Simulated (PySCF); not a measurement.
Shapes and spin states of NiI₂

All numbers come from PBE0/[Ni def2-SVP, I def2-SVP with ECP28], scalar-relativistic core potentials, density fitting, no spin–orbit coupling, PySCF.

Relaxations began from a few typed shapes and spin states; open shells are unrestricted. The search is not exhaustive: other isomers or separated fragments can lie lower, and high-lying points may rest on an excited occupation.

(1) Which is the lowest minimum found?
A. triplet D∞h: Ni–I 2.411 Å (×2); I–Ni–I 180.0°
B. singlet (closed shell, unstable to spin polarisation) C2v: Ni–I 2.350 Å (×2); I–Ni–I 114.2°
C. singlet (closed shell, unstable to spin polarisation) D∞h: Ni–I 2.370 Å (×2); I–Ni–I 180.0°
D. singlet (closed shell, unstable to spin polarisation) C2v: Ni–I 2.351 Å (×2); I–Ni–I 112.4°

Answers

(1) A. The others lie at 155.1 (singlet C2v), 155.6 (singlet C2v), 175.5 (singlet D∞h, a saddle point) kJ/mol above it.

Formally Ni is in oxidation state +2, d8, with 2 unpaired electrons (the high-spin count). The Mulliken spin on Ni is 1.70. The polar-tensor charge on Ni, 1.05, is far below the formal one.

For the lowest minimum: with open d or f shells other occupations or spin states may lie lower. With an element this heavy the missing spin–orbit coupling can shift these numbers.

The electron or spin density has lower symmetry than the nuclear frame for the singlet (closed shell, unstable to spin polarisation) D∞h at 175.5 kJ/mol.
